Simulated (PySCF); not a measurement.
CH12OSi4.

```xyz
18

O     -1.1162    -1.3088    -1.9634
Si    -0.0524    -1.2181    -0.6734
C     -0.9680    -1.0751     0.9642
Si    -2.2534     0.3010     1.0142
Si     1.2490     0.7033    -1.0125
Si     2.1487     1.3343     1.0606
H     -1.6683    -2.0950    -2.0156
H      0.8307    -2.4314    -0.6271
H     -0.2222    -0.8946     1.7596
H     -1.4573    -2.0345     1.2083
H     -2.7562     0.5109     2.4069
H     -1.6513     1.5822     0.5310
H     -3.4150    -0.0378     0.1382
H      2.3620     0.4320    -1.9766
H      0.4126     1.8224    -1.5479
H      3.0700     2.5060     0.9471
H      1.0395     1.6869     2.0024
H      2.9058     0.1860     1.6524
```

Geometry: PBE0-D3(BJ)/def2-SVP. The structure was generated by enumeration; whether it is a known compound was not checked. Other conformers were not sampled.

All values below come from PBE0/pcSseg-1 (PySCF). Non-relativistic, no solvent.

Computed absolute GIAO shielding of each atom: isotropic value and principal components (ppm):
```json
[
 {"atom": "O1", "σ(iso)": "307.1", "σ11": "269.9", "σ22": "321.2", "σ33": "330.2", "span": "60.3"},
 {"atom": "Si2", "σ(iso)": "346.0", "σ11": "282.6", "σ22": "344.2", "σ33": "411.3", "span": "128.7"},
 {"atom": "C3", "σ(iso)": "188.1", "σ11": "170.1", "σ22": "192.0", "σ33": "202.2", "span": "32.1"},
 {"atom": "Si4", "σ(iso)": "422.7", "σ11": "399.9", "σ22": "407.1", "σ33": "461.0", "span": "61.2"},
 {"atom": "Si5", "σ(iso)": "469.7", "σ11": "466.5", "σ22": "468.4", "σ33": "474.2", "span": "7.7"},
 {"atom": "Si6", "σ(iso)": "460.2", "σ11": "451.5", "σ22": "463.1", "σ33": "466.1", "span": "14.6"},
 {"atom": "H7", "σ(iso)": "30.6", "σ11": "22.7", "σ22": "25.1", "σ33": "44.1", "span": "21.4"},
 {"atom": "H8", "σ(iso)": "25.6", "σ11": "22.9", "σ22": "23.8", "σ33": "30.0", "span": "7.2"},
 {"atom": "H9", "σ(iso)": "31.8", "σ11": "27.2", "σ22": "29.4", "σ33": "38.7", "span": "11.4"},
 {"atom": "H10", "σ(iso)": "31.0", "σ11": "26.2", "σ22": "28.1", "σ33": "38.6", "span": "12.3"},
 {"atom": "H11", "σ(iso)": "27.2", "σ11": "24.0", "σ22": "24.6", "σ33": "33.1", "span": "9.1"},
 {"atom": "H12", "σ(iso)": "27.3", "σ11": "23.3", "σ22": "27.8", "σ33": "30.6", "span": "7.3"},
 {"atom": "H13", "σ(iso)": "27.3", "σ11": "23.7", "σ22": "25.7", "σ33": "32.4", "span": "8.8"},
 {"atom": "H14", "σ(iso)": "27.9", "σ11": "24.2", "σ22": "25.4", "σ33": "34.1", "span": "9.9"},
 {"atom": "H15", "σ(iso)": "27.6", "σ11": "24.4", "σ22": "25.7", "σ33": "32.6", "span": "8.2"},
 {"atom": "H16", "σ(iso)": "27.6", "σ11": "24.1", "σ22": "24.9", "σ33": "33.8", "span": "9.7"},
 {"atom": "H17", "σ(iso)": "27.8", "σ11": "24.0", "σ22": "27.7", "σ33": "31.9", "span": "7.9"},
 {"atom": "H18", "σ(iso)": "27.9", "σ11": "24.6", "σ22": "26.1", "σ33": "33.0", "span": "8.3"}
]
```
